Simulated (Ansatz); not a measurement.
```tsv
atom	x (Å)	y (Å)	z (Å)
V	0.0000	0.0000	0.7885
C	0.0000	0.0000	-0.7885
```

Basis set: cc-pVTZ (spherical functions). Left uncorrelated: 6 orbitals. Correlation on ROHF uses semicanonical orbitals with singles. Charge 0, multiplicity 2.

Computed with Ansatz (development build ahead of 0.2.0); the reference of a correlated method needn't be the lowest determinant of its kind.

Task: Give the atomization energy at this shape (free ground-state atoms in the same class of orbitals less the molecule, no zero-point energy) of doublet VC by ROHF-CCSD(T), ROHF-CCSD, UHF-CCSD(T), UHF-CCSD.

Result:

```
      method  atomization energy
ROHF-CCSD(T)             3.76 eV
   ROHF-CCSD             2.89 eV
 UHF-CCSD(T)             2.90 eV
    UHF-CCSD             2.26 eV
```

Caution: large share of triples, a single reference is doubtful; the reference determinant was not shown to be the lowest. Caution for ROHF-CCSD(T), ROHF-CCSD: a plain start can end on a higher determinant; an unrestricted determinant lies well below. Caution for UHF-CCSD(T): another reference gives a lower total. Caution for UHF-CCSD(T), UHF-CCSD: the unrestricted determinant is a mixture of spin states.
